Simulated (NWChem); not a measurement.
Correlation energy of bromine monochloride (BrCl)

```xyz
2

Cl     0.0000     0.0000     1.4776
Br     0.0000     0.0000    -0.7177
```
Charge 0, spin multiplicity 1.

The numbers come from NWChem runs, not from measurements. The geometry was optimised at B3LYP/def2-SVP, a minimum by its harmonic frequencies.

Basis set: def2-TZVP. Each correlation energy counts from its own Hartree-Fock reference.

```tsv
method	correlation energy (mHa)	difference from CCSD(T)
MP2	-460.6	+42.4
SCS-MP2	-440.8	+62.2
CR-CCSD[T]	-499.2	+3.8
CR-CCSD(T)	-498.9	+4.1
CCSD	-484.1	+18.8
CCSD+T(CCSD)	-503.4	-0.4
CCSD(T)	-503.0	0.0
```

The values span 62.6 mHa, from CCSD+T(CCSD) (lowest) to SCS-MP2 (highest). 

The Hamiltonian is non-relativistic. The correlated methods keep 14 core orbitals frozen. No row is a measurement; the coupled-cluster row has its own basis-set and correlation limits.
